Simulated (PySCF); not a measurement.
Telling isomers of C₄H₈FNSi₂ apart by NMR

Theory: GFN2-xTB geometry, NMR shieldings at PBE0/pcSseg-1/GIAO, in PySCF 2.14.0 with density-fitted response routines (no solvent model, non-relativistic Hamiltonian, one computed conformer, rapidly exchanging positions averaged).

References, each an isolated molecule treated in the same way: ¹H, ¹³C vs TMS. Splittings of carbon signals by F and P are missing where no couplings were computed. Where no couplings were computed, multiplicities follow the n + 1 count of equivalent neighbours, and m marks all less simple cases (inequivalent or close neighbours, rings, F or P nearby). Shifts are as computed. Against solution values, carbons near 30 ppm lie about +3 ppm off and those near 130 ppm about +5 ppm. Of 1211 compounds with measured shifts, 218 miss one by over three times the rms of a fit or turn the order of signals round; such compounds aren't used in these exercises. OH and NH positions are gas-phase values without hydrogen bonding to other molecules.

(1) Tabulate the signals of `N#C/C([SiH3])=C(/[SiH3])CF`, `N[Si@@H]1C=C[SiH2]C=C1F`, `N#C[C@@H](F)/C([SiH3])=C/[SiH3]`, `C#C/C=C/N([SiH3])[SiH2]F` and their relative energies.

(2) What is the quickest way to tell N#C/C([SiH3])=C(/[SiH3])CF from C#C/C=C/N([SiH3])[SiH2]F?

(3) What is the quickest way to tell N[Si@@H]1C=C[SiH2]C=C1F from N#C[C@@H](F)/C([SiH3])=C/[SiH3]?

(4) What is the quickest way to tell N#C/C([SiH3])=C(/[SiH3])CF from N[Si@@H]1C=C[SiH2]C=C1F?

Answers

(1) 
```json
{"SMILES": "N#C/C([SiH3])=C(/[SiH3])CF", "carbon types": "3×C 1×CH2", "δC": "191.3, 121.4, 115.9, 92.8", "δH": "5.81 (m, 2H), 4.44 (s, 3H), 4.32 (s, 3H)", "E rel. (kcal/mol)": "36.8"}
{"SMILES": "N[Si@@H]1C=C[SiH2]C=C1F", "carbon types": "1×C 3×CH", "δC": "185.3, 155.3, 149.9, 113.9", "δH": "7.35 (m, 1H), 7.23 (m, 1H), 5.98 (m, 1H), 5.38 (m, 1H), 4.85 (m, 1H), 4.82 (m, 1H), 0.50 (br s, 2H)", "E rel. (kcal/mol)": "0.0"}
{"SMILES": "N#C[C@@H](F)/C([SiH3])=C/[SiH3]", "carbon types": "2×C 2×CH", "δC": "165.5, 145.2, 120.9, 86.9", "δH": "6.96 (m, 1H), 5.58 (m, 1H), 4.36 (s, 3H), 4.28 (d, 3H)", "E rel. (kcal/mol)": "45.1"}
{"SMILES": "C#C/C=C/N([SiH3])[SiH2]F", "carbon types": "1×C 3×CH", "δC": "148.5, 93.1, 86.1, 84.7", "δH": "6.70 (m, 1H), 5.26 (m, 2H), 5.03 (m, 1H), 4.68 (s, 3H), 2.50 (d, 1H)", "E rel. (kcal/mol)": "1.3"}
```

Energies are electronic energies at PBE0/pcSseg-1 on these geometries, without zero-point or thermal terms, each for the one conformer computed, which needn't be the lowest.

(2) Both give the same number of carbon signals, but DEPT or the intensities differ. The first has a fully substituted alkene carbon (C) at 191.3 ppm, the second an alkene carbon bearing nitrogen (CH) at 148.5 ppm. In the proton spectra the most deshielded non-exchanging signals are 5.81 (m, 2H) and 6.70 (m, 1H).

(3) Both give the same number of carbon signals, but DEPT or the intensities differ. The first has an alkene CH at 113.9 ppm, the second a nitrile carbon (C) at 120.9 ppm. Their most deshielded carbons lie at 185.3 and 165.5 ppm.

(4) Both give the same number of carbon signals, but DEPT or the intensities differ. The first has a nitrile carbon (C) at 121.4 ppm, the second an alkene CH at 155.3 ppm. Their most deshielded carbons lie at 191.3 and 185.3 ppm. In the proton spectra the most deshielded non-exchanging signals are 5.81 (m, 2H) and 7.35 (m, 1H).
